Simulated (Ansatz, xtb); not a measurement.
## C4H6FNO: which of two isomers lies lower

Structure a is `C/C(=C\F)C(N)=O`, a singlet and structure b is `C/C(F)=C/C(N)=O`, a singlet. Both are isolated molecules in the gas phase, relaxed with B3LYP/def2-SVP, each in the lowest conformer that the search found.

a (Å):

```yaml
atoms:
  - { symbol: C, position_ang: [0.4698, 0.0175, 0.3266] }
  - { symbol: C, position_ang: [1.2845, 0.0195, 1.5925] }
  - { symbol: C, position_ang: [0.7672, 0.3553, 2.7819] }
  - { symbol: C, position_ang: [2.7415, -0.3552, 1.6140] }
  - { symbol: F, position_ang: [-0.5094, 0.7130, 2.9325] }
  - { symbol: N, position_ang: [3.2752, -0.6973, 0.4027] }
  - { symbol: O, position_ang: [3.4112, -0.3570, 2.6356] }
  - { symbol: H, position_ang: [0.4399, -0.9851, -0.1345] }
  - { symbol: H, position_ang: [-0.5657, 0.3212, 0.5301] }
  - { symbol: H, position_ang: [0.8824, 0.7164, -0.4217] }
  - { symbol: H, position_ang: [1.3433, 0.3626, 3.7099] }
  - { symbol: H, position_ang: [4.2540, -0.9561, 0.3784] }
  - { symbol: H, position_ang: [2.7452, -0.7059, -0.4565] }
```

b (Å):

```xyz
13

C    -1.5134    0.1702    2.7776
C    -0.4658    0.3262    1.7310
C    -0.5389   -0.0074    0.4357
C     0.4795    0.1290   -0.6515
F     0.6648    0.8807    2.2384
N     1.6898    0.6672   -0.3231
O     0.2106   -0.2376   -1.7848
H    -1.1413   -0.4660    3.5982
H    -2.4235   -0.2792    2.3603
H    -1.7645    1.1510    3.2155
H    -1.4720   -0.4489    0.0837
H     2.3728    0.7595   -1.0647
H     1.9105    0.9750    0.6134
```

Q: Which of the two would you expect CCSD(T)/def2-SVP + ΔMP2/def2-TZVPP electronic energies to favour?

A: Structure b; the calculation gives E(b) − E(a) = −0.138 eV.

Level by level:

```json
{"level": "GFN2-xTB", "geometry": "GFN2-xTB", "E(b) − E(a) (eV)": "−0.063", "departure from the last row (eV)": "+0.074", "job, with rough time for the two": "optimisation, 0.088 s"}
{"level": "HF/STO-3G", "geometry": "GFN2-xTB", "E(b) − E(a) (eV)": "−0.107", "departure from the last row (eV)": "+0.030", "job, with rough time for the two": "single point, 0.4 s"}
{"level": "r2SCAN-D4/def2-SVP", "geometry": "GFN2-xTB", "E(b) − E(a) (eV)": "−0.151", "departure from the last row (eV)": "−0.013", "job, with rough time for the two": "single point, 4.3 s"}
{"level": "B3LYP/def2-SVP", "geometry": "B3LYP/def2-SVP", "E(b) − E(a) (eV)": "−0.172", "departure from the last row (eV)": "−0.034", "job, with rough time for the two": "optimisation, 37 s"}
{"level": "HF/def2-SVP", "geometry": "B3LYP/def2-SVP", "E(b) − E(a) (eV)": "−0.144", "departure from the last row (eV)": "−0.006", "job, with rough time for the two": "part of the CCSD(T) run"}
{"level": "MP2/def2-SVP", "geometry": "B3LYP/def2-SVP", "E(b) − E(a) (eV)": "−0.104", "departure from the last row (eV)": "+0.033", "job, with rough time for the two": "part of the CCSD(T) run"}
{"level": "CCSD(T)/def2-SVP", "geometry": "B3LYP/def2-SVP", "E(b) − E(a) (eV)": "−0.108", "departure from the last row (eV)": "+0.030", "job, with rough time for the two": "single point"}
{"level": "CCSD(T)/def2-SVP + ΔMP2/def2-TZVPP", "geometry": "B3LYP/def2-SVP", "E(b) − E(a) (eV)": "−0.138", "departure from the last row (eV)": "", "job, with rough time for the two": "single point, 1.7 min"}
```

As drawn, both hold the same kinds of bond in the same numbers.

None of the levels shown reverses the order. The largest departure from CCSD(T)/def2-SVP + ΔMP2/def2-TZVPP is that of GFN2-xTB, 0.074 eV. The last row adds to CCSD(T) the change of the MP2 difference between the two basis sets, here −0.030 eV.

With thermal terms from frequencies at re-optimised GFN2-xTB minima (ideal gas, soft modes damped towards free rotors, one conformer each, 298.15 K, 1 atm): on the last row, ΔE + ΔZPE = −0.143, ΔH = −0.140, ΔG = −0.152 eV.

The correlated steps freeze 7 core orbitals. Run with Ansatz 0.2.0, xtb 6.7.1; the last row on 2 threads of Arm Neoverse V2 on a shared host.
